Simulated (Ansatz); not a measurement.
Dimer: hydrogen isocyanide (SMILES [C-]#[NH+]) (first 3 atoms) with hydrogen isocyanide (SMILES [C-]#[NH+]); geometry from B3LYP-D3(BJ)/def2-TZVP, rigid monomers moved along the line of their centres of mass till H3···C4 is 1.85 Å.
(charge 0, multiplicity 1):
```xyz
6

C     -0.217     0.394    -1.131
N     -0.116     0.330     0.026
H     -0.028     0.275     1.036
C      0.131     0.175     2.874
N      0.231     0.112     4.027
H      0.318     0.059     5.020
```

Interaction energies are E(AB) − E(A) − E(B) at the monomers' geometry in the complex; basis-set methods are counterpoise corrected.

Correlated levels freeze the cores. CBS: X⁻³ extrapolation of the correlation energy, Hartree–Fock from the larger set.

Codes used: Ansatz (Gaussian orbitals). 

The comparison value is -6.52 kcal/mol (CCSD(T)/CBS(aug-cc-pVDZ, aug-cc-pVTZ)). It is a level with limits of its own, not the exact answer.

**Question.** Order these levels by how close they come to the comparison value for the interaction energy, closest first: PBE0/def2-TZVPPD, B3LYP/def2-TZVPPD, CCSD(T)/aug-cc-pVDZ. Give each level's value less the comparison value.

**Answer.** PBE0/def2-TZVPPD (-0.20 kcal/mol), B3LYP/def2-TZVPPD (0.75 kcal/mol), CCSD(T)/aug-cc-pVDZ (1.10 kcal/mol)

Ansatz is a quantum-chemistry and plane-wave program.
